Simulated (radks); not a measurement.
Results of a calculation; reference values are marked as such.
Q: Ir XI, configuration [Kr] 4d10 4f14 5s2 5p5. Level of theory: scalar-relativistic Kohn-Sham, SCAN, spin-polarised, spherical densities, finite nucleus; open shells are filled with parallel spins first (spin-orbit coupling, left out, can overturn this in heavy ions); meta-GGA in the generalised Kohn-Sham scheme; Fermi nuclear charge, rms radius 5.4032 fm (a radial shooting solver on a logarithmic mesh with Libxc functionals). Some entries of the table are withheld. Estimate them.

orbital  occ.  eigenvalue (eV)  <r> (bohr)  <1/r> (bohr^-1)
1s up       1        -76366.39     0.01744            92.16
1s down     1        -76366.25     0.01744            92.16
2s up       1        -13527.25     0.07358            21.61
2s down     1        -13527.16     0.07358            21.61
2p up       3        -11772.00     0.06623            19.36
2p down     3        -11771.86     0.06623            19.36
3s up       1        -3304.249      0.1902            8.017
3s down     1        -3304.151      0.1902            8.017
3p up       3        -2787.892      0.1912            7.345
3p down     3        -2787.766      0.1912            7.345
3d up       5        -2218.437      0.1733            6.916
3d down     5        -2218.288      0.1733            6.916
4s up       1        -841.4929      0.4228            3.418
4s down     1        -841.3170      0.4229            3.417
4p up       3        -671.2138      0.4495            3.099
4p down     3        -671.0746      0.4496            3.098
4d up       5        -461.2544      0.4770            2.773
4d down     5        -461.0772      0.4769            2.773
5s up       1        -258.5732      0.9389              (1)
5s down     1        -256.3621      0.9344              (2)
4f up       7        -228.2574         (3)            2.344
4f down     7        -227.9910         (4)            2.346
5p up       3        -210.4295       1.040            1.271
5p down     2        -208.1904       1.041            1.273

A: 
(1) 5s up <1/r> (bohr^-1): 1.433
(2) 5s down <1/r> (bohr^-1): 1.443
(3) 4f up <r> (bohr): 0.5237
(4) 4f down <r> (bohr): 0.5233
